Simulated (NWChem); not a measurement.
Species: BO cation

```xyz
2

B      0.0000     0.0000    -0.7253
O      0.0000     0.0000     0.4611
```
Atoms are numbered in this order, from 1.

Results from NWChem. Coordinates come from a PBE0/def2-SVP optimisation. Vertical excitations in the gas phase; the lowest state need not have the same character in each row.

| level | lowest excitation, singlet (eV) | oscillator strength of that lowest state | lowest triplet (eV) | orbital gap (eV) |
|---|---|---|---|---|
| PBE/def2-SVP, TDA | 1.70 | 0.010 | 0.90 | 1.52 |
| B3LYP/def2-SVP, TDA | 1.59 | 0.009 | 0.85 | 3.31 |
| BHandHLYP/def2-SVP, TDA | 1.74 | 0.010 | 0.98 | 6.15 |
| Hartree-Fock/def2-SVP, CIS | 2.38 | 0.014 | 1.50 | 11.17 |
